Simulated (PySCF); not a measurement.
**Spin states and ions at one geometry of Hg2I2**

PySCF 2.14.0, RKS PBE0, Hg def2-SVP with ECP60, I def2-SVP with ECP28; non-relativistic Hamiltonian with scalar-relativistic core potentials where named; density fitting; no spin-orbit coupling; singlets restricted, open shells unrestricted. The geometry is relaxed for charge 0, singlet, vacuum:

```xyz
4

Hg    0.0000    0.0000    0.9520
Hg    0.0000    0.0000   -2.7721
I     2.6113    0.0000    1.0030
I    -2.6113    0.0000    1.0030
```

Energies count from the relaxed state; an electron taken off or put on is at rest in vacuum. Charges and spins are Mulliken's.

```csv
state,energy (eV),spin squared,charge on Hg1 (e),spin on Hg1 (e),dipole about the centre of mass (D)
"charge 0, singlet, vacuum",0.00,0.00,0.36,0.00,0.56
"charge 0, triplet, vacuum",3.32,2.01,0.09,0.45,0.05
"charge +1, doublet, vacuum",9.24,0.75,0.40,-0.03,2.23
```

Question: What does the state charge -1, doublet, vacuum give?

Answer: energy (eV) -1.21, spin squared 0.75, charge on Hg1 (e) 0.01, spin on Hg1 (e) 0.43, dipole about the centre of mass (D) 3.59.

With an electron taken off (doublet) the charges change, summed by element, by Hg +0.44 e, I +0.56 e. The vertical ionisation energy is 9.24 eV, against −ε(HOMO) = 7.57 eV of the relaxed state. The level lies 1.7 eV too high, as is usual for semilocal functionals and global hybrids, which keep a self-interaction error.

With an electron put on (doublet) the charges change, summed by element, by Hg -0.44 e, I -0.56 e. The vertical electron affinity is 1.21 eV, against −ε(LUMO) = 2.87 eV of the relaxed state. The basis has no diffuse functions, which an added electron needs. The added electron's level lies above zero.

Open shells may have lower solutions than those found.
